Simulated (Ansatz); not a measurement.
One geometry of the cluster Al₆Ge, several levels of theory.

```yaml
crystal:
  periodic: [false, false, false]
  atoms:
    - {symbol: Ge, position_ang: [0.638787, 1.753490, -1.493591]}
    - {symbol: Al, position_ang: [2.169857, 1.383403, 0.589241]}
    - {symbol: Al, position_ang: [3.606208, -0.779335, 0.448617]}
    - {symbol: Al, position_ang: [-0.139790, -0.205059, 0.046933]}
    - {symbol: Al, position_ang: [2.137051, -0.378068, -1.656458]}
    - {symbol: Al, position_ang: [1.427800, -0.611615, 2.079942]}
    - {symbol: Al, position_ang: [1.403686, -2.294615, -0.059584]}
basis:
  gaussian: {orbitals: def2-TZVP, initial_orbitals: start.molden}
hamiltonian: {xc: r2scan, dispersion: d4}
scf: {omitted_lower_state_checks: [starts]}
output: {orbitals: {seedname: orbitals}}
```

The file start.molden holds the orbitals of an earlier run on this structure, at another level or in another basis.

```sh
$ ansatz run in.yaml --threads 4 --pin off --events-out ev --progress --plain --max-ram 4787MiB
```

Output, abridged:

```
Functional definition: r2SCAN
1912 factors; their error is unknown
mean field evaluation 1: about -96097.3093 eV, gradient 1.1e1 eV
mean field evaluation 2: about -96097.3950 eV, gradient 1.6e-1 eV
mean field evaluation 4: about -96097.3642 eV, gradient 8.4e-4 eV
mean field -96097.36419915 eV, -3531.5129971859 hartree, gradient 2.3e-5 eV, S^2 0.000000; 0 other end points of the search recorded, 0 dependent functions left out
reference -96097.36420969 eV, -3531.5129975732 hartree; 55, 55 occupied and 215, 215 virtual orbitals, 1912 factors
Total energy: -96097.44734401 eV, -3531.5160527031 hartree
Checks for a lower state left out: starts
```

Hardware: 4 threads of Arm Neoverse V2 on a shared host. Wall time 14 s.

As the first input, with `hamiltonian: {xc: {name: wB97X-V}}` (abridged; 26 s):

```
Functional definition: wB97X-V
mean field -96087.90788890 eV, -3531.1654841940 hartree, gradient 1.3e-5 eV, S^2 0.000000
Total energy: -96087.90788717 eV, -3531.1654841301 hartree
Checks for a lower state left out: starts
```

First input, but with `gaussian: {orbitals: def2-SVP, initial_orbitals: start.molden}`, `hamiltonian: {xc: pbe0, dispersion: d4}` (abridged; 3.6 s):

```
Functional definition: PBE0
mean field -96055.28153111 eV, -3529.9664876602 hartree, gradient 1.7e-5 eV, S^2 0.000000
Total energy: -96055.67741404 eV, -3529.9810360893 hartree
Checks for a lower state left out: starts
```

First input, but with `hamiltonian: {xc: pbe0, dispersion: d4}`, `output: {forces: true, orbitals: {seedname: orbitals}}` (abridged; 17 s):

```
Functional definition: PBE0
mean field -96076.35894179 eV, -3530.7410682158 hartree, gradient 2.2e-5 eV, S^2 0.000000
Total energy: -96076.75482571 eV, -3530.7556166813 hartree
Atom 0 force     0.062961    -0.124965     0.096544 eV/Å
Atom 1 force    -0.135644    -0.224759    -0.161959 eV/Å
Atom 2 force    -0.231698    -0.003347     0.010645 eV/Å
Atom 3 force     0.291360     0.072184    -0.058473 eV/Å
Atom 4 force    -0.131427     0.105420     0.253810 eV/Å
Atom 5 force     0.070932    -0.029787    -0.218794 eV/Å
Atom 6 force     0.073516     0.205254     0.078227 eV/Å
Dipole moment:     0.122559    -0.242745     0.188386 e Å
Checks for a lower state left out: starts
```

As the first input, with `correlation: {method: mp2}` and without the key `hamiltonian` (abridged; 12 s):

```
Functional definition: HF
mean field -95969.93971927 eV, -3526.8302339216 hartree, gradient 2.3e-6 eV, S^2 0.000000; unrestricted orbitals would lower it
mean field evaluation 16: about -95970.1952 eV, gradient 1.2e0 eV
39 core orbitals not correlated: weight in the atoms' cores, before any rotation towards them, 1.000 or more for the frozen orbitals, at most 0.000 for the correlated occupied ones
second order -21.18207609 eV of doubles, -0.00000000 eV of singles
Total energy: -95991.12179536 eV, -3527.6086608601 hartree
Checks for a lower state left out: starts
```

The first input with `hamiltonian: {xc: pbe, dispersion: d4}` (abridged; 5.5 s):

```
Functional definition: PBE
mean field -96072.11931254 eV, -3530.5852647144 hartree, gradient 2.1e-5 eV, S^2 0.000000
Total energy: -96072.57774067 eV, -3530.6021116376 hartree
Checks for a lower state left out: starts
```

The first input with `gaussian: {orbitals: def2-TZVPD, initial_orbitals: start.molden}`, `hamiltonian: {xc: pbe0, dispersion: d4}` (abridged; 16 s):

```
Functional definition: PBE0
mean field -96076.39658478 eV, -3530.7424515702 hartree, gradient 1.9e-5 eV, S^2 0.000000
Total energy: -96076.79247701 eV, -3530.7570003411 hartree
Checks for a lower state left out: starts
```

Geometry: B3LYP-D4/def2-SVP.

Correlated methods freeze 39 core orbitals; core or outer-core shells of Ge are correlated, in sets that lack core-valence functions. The restricted singlet is unstable towards broken spin symmetry in Hartree–Fock (as tested in another run); at r2SCAN-D4/def2-TZVP, ωB97X-V/def2-TZVP, PBE0-D4/def2-SVP, PBE0-D4/def2-TZVP and others this wasn't settled. At MP2/def2-TZVP the restricted singlet (for correlated methods, its reference) is unstable: a solution with broken spin symmetry lies lower. The structure comes from a short search, and lower isomers may exist.
